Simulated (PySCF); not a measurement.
**Spinor energies of Hf+ (hafnium, charge +1)**

Start: [Xe] 4f14 5d1 6s2; 5d5/2 filled at m_j = +5/2. Calculated with PySCF 2.14 in x2c-SVPall-2c with one added diffuse shell each of s, d type (8s9p10d2f, 99 functions): generalised Hartree-Fock with the X2C-1e Hamiltonian and a Gaussian nucleus; spin-orbit coupling (SO) bare. This is a chosen level, not necessarily the ground level.

```csv
spinor shell,electrons,"ε, bare SO (eV)",weight of nominal j (bare SO),"rms radius, bare SO (bohr)"
1s1/2,2,-65677.2,1.000,0.0215
2s1/2,2,-11374.0,1.000,0.0869
2p1/2,2,-10873.3,1.000,0.0738
2p3/2,4,-9637.0,1.000,0.0812
3s1/2,2,-2657.5,1.000,0.222
3p1/2,2,-2428.8,1.000,0.213
3p3/2,4,-2159.2,1.000,0.229
3d3/2,4,-1773.3,1.000,0.202
3d5/2,6,-1707.7,1.000,0.207
4s1/2,2,-572.74,1.000,0.498
4p1/2,2,-476.45,1.000,0.508
4p3/2,4,-414.25,1.000,0.541
4d3/2,4,-254.75,1.000,0.569
4d5/2,6,-241.65,1.000,0.584
5s1/2,2,-88.727,1.000,1.23
5p1/2,2,-57.272,0.990,1.42
5p3/2,4,-49.774,0.995,1.46
4f5/2,6,-41.144,0.999,0.740
4f7/2,8,-38.392,0.999,0.751
5d5/2,1,-14.397,1.000,2.45
6s1/2,2,-13.820,0.694,3.22
```

| quantity | bare SO |
| --- | --- |
| E (hartree) | -15082.79636 |
| M_J | 5/2 |
| ⟨J²⟩ | 13.352 |
| ⟨L²⟩ | 7.551 |
| ⟨S²⟩ | 2.566 |

The determinant has a definite M_J but mixes levels of different J.

Each row is a mean over spinors that exchange with the open shell spreads, by up to 3.210 eV (5p3/2).

Rows whose weight is well below 1 are mixtures of j = l ± 1/2: exchange outweighs spin-orbit coupling there, and the label is only the starting occupation.

Breit and QED terms are absent; they matter most for the inner s and p1/2 levels.

Densities and radii are taken from the X2C orbitals without a picture-change correction, which distorts them close to the nucleus.
